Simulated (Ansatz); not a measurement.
`[CH3][InH][CH2]O` + `[NH2][GeH2][CH2][SiH3]` → `[CH3][InH][CH2][SiH3]` + `[NH2][GeH2][CH2]O`  (redistribution)

Program: Ansatz. Geometries: PBE0-D4/def2-TZVP. ΔE: electronic, gas phase. CCSD(T)/CBS adds triple-zeta CCSD(T) − MP2 to the extrapolated MP2 energy (def2 sets, frozen cores). DFT in def2-TZVPP. def2 core potentials past Kr. For Ge, In outer-core shells are correlated without core-valence functions, which leaves a few kJ/mol of doubt a bond. Scalar relativity is left out up to krypton. Each species was taken in one conformer, which may not be the lowest.

(1) Is it downhill or uphill in electronic energy at CCSD(T)/CBS, and by how much? (An estimate is asked.)

(2) What do these levels give: r2SCAN-D4, B2PLYP, HF/def2-TZVPP, SCS-MP2/def2-TZVPP, MP2/CBS(def2), CCSD/CBS(def2)? (Estimate.)

Largest T1 diagnostic among the species: 0.012.

Results:

(1) The calculation gave: Downhill: ΔE = -24.6 kJ/mol.

(2) The calculation gave: r2SCAN-D4 -23.2, B2PLYP -22.5, HF/def2-TZVPP -16.8, SCS-MP2/def2-TZVPP -22.0, MP2/CBS(def2) -26.3, CCSD/CBS(def2) -23.3 kJ/mol.

In def2-TZVPP, CCSD(T) changes the Hartree–Fock value by −6.1 kJ/mol (the triples alone add −1.3 kJ/mol) and MP2 by −7.8 kJ/mol.
